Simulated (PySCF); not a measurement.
## Ni₂S: breathing scan

All numbers come from UB3LYP in PySCF with S def2-SVP, Ni def2-SVP; no relativity; density-fitted integrals.

Rigid scan from the triplet minimum (Ni–Ni 2.510 Å, S–Ni 2.110 Å (×2); Ni–Ni–S 53.5° (×2), Ni–S–Ni 73.0°). Coordinate: all bonds to the central atom scaled together. Energies in kJ/mol from the minimum.

```tsv
scale of all bonds to the centre	E (kJ/mol)	dipole size (D)	⟨S²⟩
0.88	123.2	3.56	2.02
0.92	48.4	3.93	2.02
0.96	11.5	4.17	2.03
1.00	0.0	4.36	2.04
1.04	9.2	4.55	2.07
1.08	32.2	4.72	2.11
1.14	82.2	4.91	2.22
1.22	161.1	5.07	2.42
1.35	288.1	5.07	2.74
```

Spin contamination is strong at 1.14, 1.22, 1.35, so these points are less reliable.

Open d and f shells are described by one determinant, and the ground state may have another occupation or spin.
